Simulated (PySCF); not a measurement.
RuO4, SMILES [O]=[Ru](=[O])(=[O])=[O], multiplicity 1. Geometry: B3LYP-D3(BJ)/def2-SVP. The multiplicity is an assumed one; other spin states were not compared. The isomer is the one that the SMILES or the coordinates give; other isomers of the formula were not compared. The def2 effective core potentials stand for the cores of Ru; spin–orbit coupling is left out.

Q: Give the equilibrium geometry at B3LYP-D3(BJ)/def2-SVP (PySCF confirms it by a frequency run) as Cartesian coordinates in Å, and its point group. (Estimate from the structure and the level; the computed values follow.)

A: point group Td.
```xyz
5

Ru     0.0000     0.0000     0.0000
O     -0.9691     0.9691    -0.9691
O      0.9691     0.9691     0.9691
O      0.9691    -0.9691    -0.9691
O     -0.9691    -0.9691     0.9691
```
